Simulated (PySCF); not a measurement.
Input for PySCF: U-HF/LANL2DZ on SnO, a point of a bond scan (R = 2.748 Å).

```python
from pyscf import gto, scf, dft, mp
from pyscf.data.elements import chemcore

mol = gto.M(
    atom='''
    Sn   -0.00000000   -0.00000000   -0.25265494
    O     0.00000000    0.00000000    2.49496748
    ''',
    basis='lanl2dz',
    ecp={'Sn': 'lanl2dz'},
    charge=0, spin=0, verbose=3, max_memory=1800)
mf = scf.UHF(mol)
mf.conv_tol = 1e-8
mf.max_cycle = 100
mf.init_guess_breaksym = True
mf.kernel()
if not mf.converged:
    mf = mf.newton().run(mf.mo_coeff, mf.mo_occ)
for _ in range(4):
    mo, _, stable, _ = mf.stability(return_status=True)
    if stable:
        break
    mf.kernel(mf.make_rdm1(mo, mf.mo_occ))
```

Program output:

```
converged SCF energy = -77.8934854992719  <S^2> = 0.24437592  2S+1 = 1.4062374
<class 'pyscf.scf.uhf.UHF'> wavefunction has an internal instability
converged SCF energy = -77.9569760851164  <S^2> = 1.5312493  2S+1 = 2.669269
<class 'pyscf.scf.uhf.UHF'> wavefunction has an internal instability
converged SCF energy = -78.0407616270902  <S^2> = 1.733563  2S+1 = 2.8167804
<class 'pyscf.scf.uhf.UHF'> wavefunction is stable in the internal stability analysis
```

Self-consistency was reached. Its determinant has ⟨S²⟩ = 1.73, a mixture of spin states.

Cost: very roughly 0.9 core-seconds.
